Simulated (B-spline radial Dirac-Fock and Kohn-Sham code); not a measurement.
Total and shell-resolved photoionisation of Pr⁵⁺

System: the Pr⁵⁺ ion, 1s2 2s2 2p6 3s2 3p6 3d10 4s2 4p6 4d10 5s2 5p6.

Input file task.json (cfg lists n, l and occupation; rrms is the nuclear radius in fm):

```json
{"items": [{
  "Z": 59,
  "q": 5,
  "cfg": [[1, 0, 2], [2, 0, 2], [2, 1, 6], [3, 0, 2], [3, 1, 6], [3, 2, 10], [4, 0, 2], [4, 1, 6], [4, 2, 10], [5, 0, 2], [5, 1, 6]],
  "A": 141,
  "rrms": 4.8919,
  "do": ["binding", "quiet", "photo", "scan"],
  "hv": [34.3, 60, 100, 116.0, 150, 400, 1100.0, 1390.0, 1670.0, 1960.0, 5414.7, 12000, 40000, 41900.0, 149000.0, 150000]
}]}
```

Run with: `python xray_run.py task.json out`

Method: Dirac-Hartree-Slater photoionisation with all multipoles and Dirac-Fock thresholds. Computed with an atomic code on a B-spline grid.

Computed thresholds (eV): K 42069.8, L1 6925.3, L2 6525.0, L3 6048.9, M1 1597.8, M2 1428.1, M3 1331.9, M4 1038.9, M5 1018.8, N1 396.8, N2 330.8, N3 309.5, N4 198.5, N5 194.7, O1 108.1, O2 85.47, O3 81.51.

```tsv
photon energy (eV)	total (b)	K (%)	L (%)	M (%)	N (%)	O (%)
100	526800	–	–	–	–	100.0
116	598000	–	–	–	–	100.0
150	451900	–	–	–	–	100.0
400	1.548e+06	–	–	–	91.6	8.4
1100	1.939e+06	–	–	80.3	18.2	1.5
1390	1.340e+06	–	–	81.9	16.6	1.5
1670	993800	–	–	83.3	15.3	1.4
1960	688200	–	–	82.9	15.6	1.5
5414.7	55740	–	–	80.5	17.1	2.4
12000	31670	–	78.5	17.0	3.8	0.6
40000	1148	–	78.8	16.6	3.8	0.8
41900	1007	–	78.8	16.6	3.8	0.8
149000	179.4	85.1	11.8	2.5	0.6	0.1
150000	176.0	85.1	11.7	2.5	0.6	0.1
```

**Question.** With what power of the photon energy does the total fall between 149000 and 150000 eV?

**Answer.** As E^-2.82. The non-relativistic Born limit for an s electron far above threshold is E^-3.5; near threshold and at relativistic energies the fall is slower.
